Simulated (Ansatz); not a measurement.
Reaction (ligand exchange at the Si–S bond): `F[SiH](S)[O][GeH3]` + CH₃OH → `CO[SiH](F)[O][GeH3]` + H₂S

Calculated with Ansatz (gas phase, PBE0-D4/def2-TZVP geometries, no zero-point term in ΔE). CCSD(T)/CBS adds triple-zeta CCSD(T) − MP2 to the extrapolated MP2 energy (def2 sets, frozen cores). This one scheme is used for every species. Functionals use def2-TZVPP. For Ge outer-core shells are correlated without core-valence functions, which leaves a few kJ/mol of doubt a bond. Scalar relativity is left out up to krypton. One conformer a species, not always the lowest.

```csv
level,ΔE (kJ/mol),difference from CCSD(T)/CBS
LDA (SPW92),-54.5,6.4
PBE-D4,-46.9,14.0
revPBE-D4,-46.5,14.4
r2SCAN-D4,-58.5,2.4
B97M-V,-60.7,0.2
CAM-B3LYP-D4,-68.0,-7.1
ωB97M-V,-61.0,-0.1
B2PLYP,-63.1,-2.2
revPBE,-43.0,17.9
BLYP,-58.1,2.8
PBE0,-50.3,10.6
BHLYP,-68.0,-7.1
CAM-B3LYP,-67.3,-6.4
RPA@PBE/def2-TZVPP,-66.2,-5.3
HF/def2-TZVPP,-74.8,-13.9
MP2/CBS(def2),-58.1,2.8
CCSD(T)/CBS,-60.9,0
```

What do rigid-rotor, harmonic-oscillator terms from PBE0-D4/def2-TZVP frequencies (298.15 K, 1 bar) make of the CCSD(T)/CBS value? (Estimate.)

Computed: ΔZPE = -7.5 kJ/mol, ΔH = -67.1 kJ/mol, ΔS = -12 J/(mol·K), ΔG = -63.5 kJ/mol. Modes under 50 cm⁻¹ make the entropy rough.

Largest T1 diagnostic among the species: 0.012.

From PBE to PBE0 (25 % exact exchange), in def2-TZVPP and without D4, ΔE moves by −4.2 kJ/mol. In def2-TZVPP, CCSD(T) changes the Hartree–Fock value by +10.3 kJ/mol (the triples alone add +2.4 kJ/mol) and MP2 by +13.1 kJ/mol. Leaving LDA and LC-ωPBE aside and taking each functional with its dispersion term where it has one, the values spread over 21.5 kJ/mol, from CAM-B3LYP-D4 to revPBE-D4. LDA lies −8.5 kJ/mol from PBE without D4.

CCSD(T)/CBS has its own doubt, a few kJ/mol and more with outer-core shells, so smaller differences from it don't rank the levels.
